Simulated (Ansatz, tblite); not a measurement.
Removing an electron: [SiMe3]- (C₃H₉Si⁻). The state is a singlet with charge -1. Geometry: PBE0-D4/def2-SVPD. Ansatz, gas phase; energy differences of separate SCF runs; the oxidised species was run as a doublet alone.

```tsv
atom	x (Å)	y (Å)	z (Å)
Si1	0.078	-0.952	-0.431
C2	1.156	-0.490	1.139
H3	0.943	-1.165	1.986
H4	0.967	0.549	1.483
H5	2.236	-0.577	0.924
C6	-1.642	-0.326	0.270
H7	-1.571	0.698	0.693
H8	-2.016	-0.991	1.068
H9	-2.414	-0.307	-0.519
C10	0.500	0.644	-1.487
H11	-0.150	0.720	-2.376
H12	1.541	0.620	-1.852
H13	0.372	1.578	-0.899
```

The xTB rows come from tblite.

```json
{"level": "GFN2-xTB", "−HOMO (eV)": "2.45", "vertical IE (eV)": "5.30", "−LUMO (eV)": "-1.64", "HOMO–LUMO gap (eV)": "4.10", "remarks": "–"}
{"level": "PBE-D4/def2-TZVPD", "−HOMO (eV)": "-1.10", "vertical IE (eV)": "1.39", "−LUMO (eV)": "-3.47", "HOMO–LUMO gap (eV)": "2.37", "remarks": "HOMO above zero (-1 singlet)"}
{"level": "r2SCAN-D4/def2-TZVPD", "−HOMO (eV)": "-1.06", "vertical IE (eV)": "1.24", "−LUMO (eV)": "-4.05", "HOMO–LUMO gap (eV)": "3.00", "remarks": "HOMO above zero (-1 singlet)"}
{"level": "PBE0-D4/def2-TZVPD", "−HOMO (eV)": "-0.33", "vertical IE (eV)": "1.33", "−LUMO (eV)": "-4.05", "HOMO–LUMO gap (eV)": "3.72", "remarks": "HOMO above zero (-1 singlet)"}
```

Relaxing the oxidised species (PBE0-D4/def2-SVPD) changes its energy by -0.67 eV at PBE0-D4/def2-TZVPD, so the adiabatic ionisation energy to this nearest minimum is 0.66 eV. At PBE-D4/def2-TZVPD it is 0.80 eV.    A HOMO above zero means that the electron is unbound at that level or that self-interaction error raises the level; the energy of removing that electron tells which. Raw xTB energy differences between charge states are shifted by several eV; the methods need an empirical correction for them.
